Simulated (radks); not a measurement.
The numbers below are computed, except where a source is named.
Charge is removed step by step from the 1s down level of Li, starting from 1s(up 1, down 1) 2s1. Code: a radial shooting solver on a logarithmic mesh with Libxc functionals. Model: scalar-relativistic Kohn-Sham, PBE, spin-polarised, spherical densities, finite nucleus; open shells are filled with parallel spins first; Fermi nuclear charge, rms radius 2.444 fm.

removed (e)	E - E(0) (eV)	eigenvalue (eV)
0	0.000	-51.515
0.1	5.285	-54.184
0.2	10.837	-56.871
0.3	16.659	-59.558
0.4	22.748	-62.220
0.5	29.101	-64.825
0.6	35.710	-67.326
0.7	42.560	-69.644
0.8	49.627	-71.625

The mean slope of the eigenvalue, de/dn, is 25.1 eV per electron.
